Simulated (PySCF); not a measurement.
Cartesian coordinates in Å; atom numbers follow the order of the lines, from 1:
```xyz
12

B    -0.2126   -1.0716   -0.1982
F    -1.4838   -1.5569   -0.1440
F     0.7588   -1.9729   -0.5148
N     0.1530   -0.2492    1.1215
B     0.2272    1.0590    0.2076
F    -0.7534    1.9496    0.5228
F     1.4943    1.5559    0.1566
N    -0.1286    0.2345   -1.1141
H    -0.5819   -0.2343    1.8267
H     1.0378   -0.5111    1.5526
H     0.6134    0.2167   -1.8113
H    -1.0086    0.4976   -1.5544
```

Geometry: PBE0-D3(BJ)/def2-SVP; GIAO shifts from PySCF, gas phase, non-relativistic, averaged over equivalent atoms.

At PBE0/pcSseg-1 (156 basis functions, 54 s wall time on 1 thread of an Intel Xeon, shared host):
| atoms | δ (ppm) |
| --- | --- |
| B1/B5 | -4.0 |
| F2/F3/F6/F7 | -155.4 |
| N4/N8 | 65.4 |
| H9/H10/H11/H12 | 1.91 |

Referencing at the same level of theory: BF3·OEt2 for ¹¹B (σ = 100.73 ppm); CFCl3 for ¹⁹F (σ = 177.25 ppm); NH3 for ¹⁵N (σ = 265.67 ppm); TMS for ¹H (σ = 31.27 ppm).

Question: Estimate the result of repeating the calculation with B3LYP/pcSseg-1.

Answer: 
```csv
atoms,δ at B3LYP/pcSseg-1,change
B1/B5,-3.7,+0.3
F2/F3/F6/F7,-157.7,-2.3
N4/N8,68.8,+3.4
H9/H10/H11/H12,1.83,-0.08
```

Referencing at the same level of theory: BF3·OEt2 for ¹¹B (97.83 ppm); ¹⁹F (171.94 ppm) vs CFCl3; ¹⁵N (263.54 ppm) against NH3; ¹H (31.38 ppm) against TMS.

The largest change is at N4/N8 (nitrogen bonded to 2 B, 2 H). Cost: 156 basis functions, 37 s wall time on 1 thread of an Intel Xeon, shared host.

Unscaled 19F shifts against computed CFCl3 carry errors that often reach 10 to 50 ppm. Experimental scales use liquid or dissolved standards, which lie at an offset from isolated NH3 (liquid NH3: subtract about 20 ppm).
